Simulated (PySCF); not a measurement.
PySCF job for C₃H₉BFN, SMILES CCNB(C)F, ωB97X-D3(BJ)/def2-SVP. Coordinates come from a ωB97X-D3(BJ)/def2-SVP optimisation. This is a generated structure with no PubChem entry under its InChIKey; it may be hypothetical. One conformer was computed; it need not be the lowest.

```python
import numpy as np
from pyscf import gto, scf, dft, df
from pyscf.hessian import thermo

mol = gto.M(
    atom='''
    C    -2.37625718    0.70100609    0.19242579
    C    -1.41258087   -0.05192209   -0.72279820
    N    -0.32555025   -0.69074008   -0.00308429
    B     0.99866995   -0.24843060    0.14827116
    C     1.62990457    1.04575624   -0.49718496
    F     1.79848669   -1.01943120    0.92705842
    H    -2.82367232    0.02290420    0.93774115
    H    -3.19558612    1.15933406   -0.38456081
    H    -1.84607894    1.49760425    0.73830149
    H    -1.96530848   -0.81119519   -1.30368973
    H    -0.98228120    0.64105080   -1.46112030
    H    -0.59179864   -1.52569436    0.51019517
    H     2.04100075    1.68786708    0.29998829
    H     2.48249434    0.76240186   -1.13723671
    H     0.93395342    1.64890017   -1.09756568
    ''',
    basis='def2-SVP',
    charge=0,
    spin=0,
    max_memory=1600,
    verbose=3,
)
mf = dft.RKS(mol, xc='wb97x-d3bj').density_fit(auxbasis='def2-universal-jkfit')
mf.grids.level = 3
mf.conv_tol = 1e-11
mf.max_cycle = 100
mf.kernel()

# [left out here: the lines that compute and print the analytic Hessian (its translational invariance restored by hand, since the grid's response is missing), thermochemistry and intensities]
```

It prints:

```
converged SCF energy = -299.198417483463

WARN: DFTD3 does not support analytical Hessian, using finite difference


WARN: Mole.unit (angstrom) is changed to Bohr

Mode                                 0                   1                   2
Irrep
Freq [cm^-1]                       31.9595             74.9951            118.7432
Reduced mass [au]                   2.3949              1.0710              3.7446
Force const [Dyne/A]                0.0014              0.0035              0.0311
Char temp [K]                      45.9826            107.9012            170.8451
Normal mode                   x     y     z       x     y     z       x     y     z
       0   C                -0.12 -0.10  0.01   -0.01  0.01 -0.04   -0.07  0.04 -0.09
       1   C                 0.01  0.08  0.01    0.01 -0.01 -0.00    0.00 -0.02  0.03
       2   N                -0.00  0.08  0.03   -0.00  0.00  0.03   -0.01  0.05  0.13
       3   B                 0.02  0.01 -0.00   -0.00  0.01  0.03    0.02 -0.00  0.02
       4   C                 0.09 -0.05 -0.06   -0.02  0.01  0.02   -0.01  0.02  0.03
       5   F                -0.01 -0.01  0.01    0.02 -0.01 -0.01    0.07 -0.06 -0.09
       6   H                -0.13 -0.21 -0.11   -0.02  0.03 -0.03   -0.10  0.09 -0.06
       7   H                -0.10 -0.09 -0.01    0.00 -0.01 -0.07   -0.04 -0.04 -0.19
       8   H                -0.22 -0.12  0.15   -0.02  0.03 -0.06   -0.13  0.10 -0.13
       9   H                 0.11  0.10 -0.13    0.02 -0.03  0.01    0.05 -0.08  0.06
      10   H                 0.03  0.19  0.13    0.02 -0.04 -0.02    0.03 -0.07 -0.00
      11   H                -0.03  0.09  0.05    0.00 -0.01  0.01   -0.00  0.04  0.12
      12   H                 0.16 -0.05 -0.09    0.48 -0.24 -0.05   -0.15  0.07  0.07
      13   H                 0.06 -0.13 -0.07   -0.37 -0.05 -0.43    0.08  0.07  0.14
      14   H                 0.12 -0.02 -0.06   -0.16  0.27  0.44    0.00 -0.05 -0.05
[...]
Force const [Dyne/A]                1.3852              1.3061              1.3317
Char temp [K]                    2085.4801           2087.5876           2118.8663
Normal mode                   x     y     z       x     y     z       x     y     z
       0   C                -0.01  0.00 -0.00    0.00  0.00 -0.00   -0.03 -0.03  0.01
       1   C                 0.03 -0.01  0.01   -0.01  0.00 -0.00   -0.01 -0.02  0.00
       2   N                -0.03  0.01 -0.01    0.01 -0.00  0.00   -0.01  0.00 -0.00
       3   B                -0.02 -0.04  0.02    0.01  0.00 -0.02    0.02  0.01 -0.00
       4   C                -0.02  0.04 -0.05    0.02 -0.04 -0.03   -0.00 -0.01  0.00
       5   F                -0.00  0.01 -0.00    0.00 -0.00  0.00   -0.00  0.00 -0.00
       6   H                 0.09  0.00  0.06   -0.00  0.00 -0.00    0.44 -0.23  0.10
       7   H                 0.05  0.04 -0.05   -0.01 -0.03 -0.01    0.38  0.56 -0.10
       8   H                -0.03 -0.02  0.05    0.02 -0.02  0.01   -0.36  0.27 -0.10
       9   H                 0.01  0.05 -0.05   -0.01 -0.02  0.03    0.03 -0.03 -0.02
      10   H                -0.15  0.03 -0.07    0.03  0.02  0.03   -0.02  0.03  0.05
      11   H                 0.22 -0.02  0.09   -0.06  0.01 -0.02   -0.04  0.01 -0.01
      12   H                 0.42 -0.13 -0.13   -0.32  0.41 -0.21   -0.05  0.03  0.00
      13   H                 0.37  0.01  0.48    0.09 -0.32  0.19   -0.03 -0.01 -0.04
      14   H                -0.36 -0.13  0.20   -0.08  0.42  0.54    0.04  0.04 -0.00
Mode                                27                  28                  29
Irrep
Freq [cm^-1]                     1478.1785           1498.4603           1579.0023
Reduced mass [au]                   1.0472              1.1028              3.1603
Force const [Dyne/A]                1.3481              1.4589              4.6425
Char temp [K]                    2126.7698           2155.9507           2271.8327
Normal mode                   x     y     z       x     y     z       x     y     z
       0   C                -0.01  0.00 -0.04    0.01 -0.00  0.02   -0.00 -0.00 -0.01
       1   C                -0.02  0.02  0.03    0.04 -0.02  0.07   -0.05 -0.01  0.00
       2   N                 0.00 -0.00  0.00   -0.00  0.01  0.00    0.16  0.02  0.04
       3   B                 0.01 -0.00  0.01   -0.01 -0.01  0.00   -0.16 -0.02 -0.04
       4   C                 0.00 -0.00  0.01    0.01 -0.00  0.00    0.01  0.02 -0.01
       5   F                -0.00  0.00 -0.00    0.00  0.00 -0.00    0.01 -0.01  0.01
       6   H                 0.26  0.28  0.38   -0.14 -0.17 -0.23    0.03 -0.01  0.01
       7   H                 0.08 -0.10 -0.23   -0.06  0.07  0.16    0.02  0.03 -0.00
       8   H                -0.09 -0.28  0.47    0.05  0.16 -0.27   -0.02  0.00 -0.00
       9   H                 0.15  0.13 -0.30    0.04  0.35 -0.44   -0.12  0.12 -0.10
      10   H                -0.12 -0.22 -0.26   -0.36 -0.23 -0.38    0.11 -0.09  0.03
      11   H                 0.03 -0.00  0.02    0.04  0.00  0.01   -0.36  0.08 -0.16
      12   H                -0.08  0.03  0.02   -0.07  0.05  0.00    0.09 -0.01 -0.02
      13   H                -0.06 -0.01 -0.08   -0.04 -0.02 -0.05    0.07  0.04  0.06
      14   H                 0.07  0.04 -0.03    0.05  0.06  0.01   -0.10 -0.09  0.02
Mode                                30                  31                  32
Irrep
Freq [cm^-1]                     3060.8243           3069.0539           3072.5750
Reduced mass [au]                   1.0376              1.0423              1.0677
Force const [Dyne/A]                5.7276              5.7846              5.9386
Char temp [K]                    4403.8446           4415.6853           4420.7513
Normal mode                   x     y     z       x     y     z       x     y     z
       0   C                 0.03 -0.02 -0.03   -0.00  0.00  0.00    0.00  0.01  0.01
       1   C                -0.01 -0.00 -0.01   -0.01 -0.01 -0.02   -0.02 -0.03 -0.06
       2   N                 0.00  0.00  0.00   -0.00 -0.00  0.00   -0.00  0.00  0.00
       3   B                -0.00 -0.00 -0.00    0.00  0.00 -0.00    0.00 -0.00  0.00
       4   C                -0.00 -0.00  0.00   -0.03 -0.04  0.01    0.01  0.01 -0.00
       5   F                 0.00 -0.00  0.00   -0.00 -0.00  0.00   -0.00  0.00 -0.00
       6   H                -0.23 -0.37  0.39    0.01  0.02 -0.02    0.03  0.05 -0.05
       7   H                -0.41  0.23 -0.30    0.02 -0.01  0.01    0.03 -0.01  0.01
       8   H                 0.26  0.38  0.26   -0.02 -0.03 -0.02   -0.06 -0.09 -0.06
       9   H                 0.07  0.09  0.07    0.11  0.16  0.12    0.43  0.60  0.44
      10   H                -0.02 -0.04  0.03   -0.05 -0.07  0.07   -0.14 -0.22  0.22
      11   H                 0.00 -0.00  0.00   -0.00  0.00 -0.00   -0.00  0.00  0.00
      12   H                 0.00  0.01  0.01    0.21  0.34  0.43   -0.06 -0.10 -0.12
      13   H                 0.01 -0.00 -0.01    0.45 -0.16 -0.34   -0.13  0.04  0.10
      14   H                -0.01  0.01 -0.01   -0.29  0.24 -0.24    0.07 -0.06  0.06
Mode                                33                  34                  35
Irrep
Freq [cm^-1]                     3141.3011           3151.1874           3158.9724
Reduced mass [au]                   1.1009              1.0995              1.1036
Force const [Dyne/A]                6.4005              6.4329              6.4889
Char temp [K]                    4519.6329           4533.8570           4545.0580
Normal mode                   x     y     z       x     y     z       x     y     z
       0   C                -0.01 -0.04  0.02    0.00  0.00  0.00    0.02 -0.05  0.06
       1   C                 0.04  0.05 -0.03    0.00  0.00 -0.00   -0.02 -0.03  0.02
       2   N                -0.00 -0.00  0.00   -0.00 -0.00 -0.00    0.00  0.00 -0.00
       3   B                 0.00  0.00  0.00    0.00 -0.00 -0.00   -0.00 -0.00 -0.00
       4   C                 0.01 -0.00  0.00    0.02 -0.05 -0.07   -0.01  0.00 -0.00
       5   F                -0.00 -0.00 -0.00   -0.00  0.00  0.00    0.00 -0.00  0.00
       6   H                 0.17  0.26 -0.28   -0.00 -0.00  0.00    0.24  0.36 -0.39
       7   H                -0.13  0.07 -0.09   -0.00  0.00 -0.00   -0.44  0.24 -0.31
       8   H                 0.14  0.20  0.14   -0.01 -0.01 -0.01    0.02  0.02  0.03
       9   H                -0.13 -0.19 -0.14   -0.00 -0.00 -0.00    0.07  0.10  0.07
      10   H                -0.29 -0.47  0.49   -0.00 -0.00  0.00    0.17  0.27 -0.28
      11   H                 0.01  0.01 -0.01    0.00 -0.00 -0.00   -0.01 -0.00  0.00
      12   H                -0.01 -0.02 -0.03    0.26  0.39  0.48    0.01  0.02  0.03
      13   H                -0.03  0.01  0.02   -0.52  0.16  0.38    0.03 -0.01 -0.02
      14   H                -0.04  0.03 -0.03    0.00 -0.01 -0.01    0.05 -0.04  0.04
Mode                                36                  37                  38
Irrep
Freq [cm^-1]                     3163.8629           3180.4776           3636.2006
Reduced mass [au]                   1.1058              1.1023              1.0756
Force const [Dyne/A]                6.5219              6.5696              8.3794
Char temp [K]                    4552.0943           4575.9991           5231.6831
Normal mode                   x     y     z       x     y     z       x     y     z
       0   C                -0.07 -0.04 -0.04   -0.00 -0.00  0.00    0.00  0.00 -0.00
       1   C                -0.01 -0.02  0.01   -0.01 -0.01  0.01   -0.00 -0.00  0.00
       2   N                 0.00  0.00  0.00   -0.00 -0.00 -0.00   -0.02 -0.06  0.03
       3   B                -0.00 -0.00 -0.00    0.00  0.00  0.00    0.00 -0.00  0.00
       4   C                -0.00  0.00 -0.00    0.07 -0.03  0.04    0.00  0.00 -0.00
       5   F                 0.00  0.00 -0.00   -0.00  0.00 -0.00    0.00  0.00 -0.00
       6   H                 0.08  0.14 -0.16    0.02  0.02 -0.03    0.00 -0.00  0.00
       7   H                 0.35 -0.20  0.25   -0.01  0.01 -0.01   -0.00  0.00 -0.00
       8   H                 0.35  0.53  0.36    0.01  0.02  0.01   -0.00 -0.00 -0.00
       9   H                 0.08  0.11  0.09    0.02  0.02  0.02    0.00  0.00  0.00
      10   H                 0.09  0.14 -0.15    0.05  0.08 -0.08    0.00  0.01 -0.01
      11   H                -0.00 -0.00  0.00   -0.00 -0.00  0.00    0.26  0.79 -0.48
      12   H                 0.01  0.02  0.02   -0.11 -0.19 -0.22   -0.00 -0.00 -0.00
      13   H                 0.01 -0.00 -0.01   -0.24  0.08  0.19   -0.00 -0.00  0.00
      14   H                 0.03 -0.03  0.03   -0.53  0.45 -0.45   -0.00  0.00 -0.00
temperature 298.1500 [K]
pressure 101325.00 [Pa]
Rotational constants [GHz] 6.04246 1.91669 1.63456
Symmetry number 1
Zero-point energy (ZPE) 0.12853 [Eh]   337443.609 [J/mol]
                           tot       elec      trans        rot        vib
Entropy [J/mol/K]       368.434      0.000    164.716    113.937     89.782
Cv [J/mol/K]            112.072      0.000     12.472     12.472     87.129
Cp [J/mol/K]            120.386      0.000     20.786     12.472     87.129
Internal energy [J/mol]                      3718.434   3718.434 350804.359
Internal energy [Eh]   -299.06197  -299.19842
Enthalpy [J/mol]                             6197.391   3718.434 350804.359
Enthalpy [Eh]          -299.06103
Gibbs free energy [J/mol]                  -42912.549 -30251.780 324035.800
Gibbs free energy [Eh] -299.10287
mode   freq/cm-1   IR/(km/mol)
   1       31.96         0.198
   2       75.00         0.508
   3      118.74         0.148
   4      212.87         0.077
   5      286.65         0.085
   6      361.13         4.096
   7      418.93         1.019
   8      452.28         3.046
   9      495.67         8.923
  10      656.26       109.795
  11      727.27         2.878
  12      806.34         3.417
  13      869.41         2.309
  14      904.82        26.205
  15      939.34         7.870
  16     1091.16         9.369
  17     1121.93         7.117
  18     1182.20         5.057
  19     1259.98        66.312
  20     1292.13        13.405
  21     1332.38       112.365
  22     1385.18        23.744
  23     1406.10       146.272
  24     1425.22        20.281
  25     1449.48        33.127
  26     1450.95         4.938
  27     1472.69        14.997
  28     1478.18         0.502
  29     1498.46         3.485
  30     1579.00       369.943
  31     3060.82        18.942
  32     3069.05         5.584
  33     3072.57        34.603
  34     3141.30         2.242
  35     3151.19         6.416
  36     3158.97        28.908
  37     3163.86        30.464
  38     3180.48        17.209
  39     3636.20        23.729
max |gradient| / (hartree/bohr): 0.00030814921186719465
APT charges: [ 0.0095  0.4185 -0.8151  1.2128 -0.2819 -0.6442 -0.014  -0.0176 -0.0078
 -0.0638 -0.0251  0.1724  0.0227  0.0217  0.012 ]
```

The run converged.
